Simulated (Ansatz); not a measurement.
Reaction (hydrogenolysis of the Si–B bond): `B[SiH2][SiH2][SiH3]` + H₂ → `[SiH3][SiH2][SiH3]` + BH₃

Program: Ansatz. Geometries: PBE0-D4/def2-TZVP. ΔE: electronic, gas phase. CCSD(T)/CBS is the MP2 limit (def2-TZVPP, def2-QZVPP) plus CCSD(T) − MP2 in def2-TZVPP, frozen cores. This one scheme is used for every species. DFT in def2-TZVPP. One conformer a species, not always the lowest.

`B[SiH2][SiH2][SiH3]`:

```xyz
13

B     0.776    0.406   -2.092
Si   -0.619    1.303   -0.995
Si   -0.055    0.609    1.186
Si   -0.054   -1.725    1.306
H     0.626   -0.719   -2.470
H     1.829    0.931   -2.302
H    -2.007    0.827   -1.249
H    -0.598    2.792   -1.035
H     1.298    1.122    1.542
H    -1.036    1.176    2.155
H     0.980   -2.263    0.380
H    -1.381   -2.255    0.890
H     0.242   -2.204    2.683
```

H₂:

Cartesian coordinates in Å:
```
H 0.292 0.185 -0.139
H -0.292 -0.185 0.139
```

`[SiH3][SiH2][SiH3]`:

Cartesian coordinates in Å:
```
Si -0.217 -1.932 0.166
Si 0.412 0.059 -0.886
Si -0.085 1.889 0.483
H 0.090 -3.113 -0.686
H -1.678 -1.913 0.448
H 0.512 -2.072 1.456
H -0.314 0.191 -2.181
H 1.874 0.032 -1.174
H 0.646 1.766 1.773
H -1.545 1.923 0.767
H 0.306 3.170 -0.166
```

BH₃:

Cartesian coordinates in Å:
```
B 0.000 0.000 0.000
H -0.818 0.037 0.869
H -0.233 -0.586 -1.014
H 1.050 0.548 0.145
```

```tsv
level	ΔE (eV)
r2SCANh	-0.23
HF/def2-SVP	-0.66
CCSD/def2-TZVPP	-0.37
HF/CBS(def2)	-0.66
```

(1) What does CCSD(T)/CBS give? (An estimate is asked.)

Largest T1 diagnostic among the species: 0.014.

Answers

(1) The calculation gave: -0.28 eV. The listed levels differ from it by 0.05, -0.38, -0.09, -0.38 eV.

In def2-TZVPP, CCSD(T) changes the Hartree–Fock value by +0.35 eV (the triples alone add +0.06 eV) and MP2 by +0.34 eV. From BLYP to BHLYP (50 % exact exchange), in def2-TZVPP and without D4, ΔE moves by −0.14 eV.
